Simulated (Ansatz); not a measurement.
Reaction (ligand exchange at a Ga–S bond): `[SiH3][O][GaH][SH]` + HBr → `[SiH3][O][GaH][Br]` + H₂S

Isolated molecules relaxed with PBE0-D4/def2-TZVP in Ansatz; ΔE leaves out vibrations. CCSD(T)/CBS is the MP2 limit (def2-TZVPP, def2-QZVPP) plus CCSD(T) − MP2 in def2-TZVPP, frozen cores. This one scheme is used for every species. DFT in def2-TZVPP. For Br, Ga outer-core shells are correlated without core-valence functions, which leaves a few kJ/mol of doubt a bond. Scalar relativity is left out up to krypton. One conformer a species, not always the lowest.

| level | ΔE (kJ/mol) |
| --- | --- |
| PBE0 | -37.6 |
| MP2/def2-SVP | -40.1 |

**Question.** What does CCSD(T)/CBS give? (An estimate is asked.)

**Answer.** Ansatz gave: -37.8 kJ/mol. The listed levels differ from it by 0.2, -2.3 kJ/mol.

Largest T1 diagnostic among the species: 0.014.

From BLYP to BHLYP (50 % exact exchange), in def2-TZVPP and without D4, ΔE moves by −6.8 kJ/mol. In def2-TZVPP, CCSD(T) changes the Hartree–Fock value by +15.6 kJ/mol (the triples alone add +2.4 kJ/mol) and MP2 by +14.9 kJ/mol. Leaving LDA and LC-ωPBE aside and taking each functional with its dispersion term where it has one, the values, not all of them listed here, spread over 11.5 kJ/mol, from BHLYP-D4 to revPBE-D4. LDA lies +6.1 kJ/mol from PBE without D4.
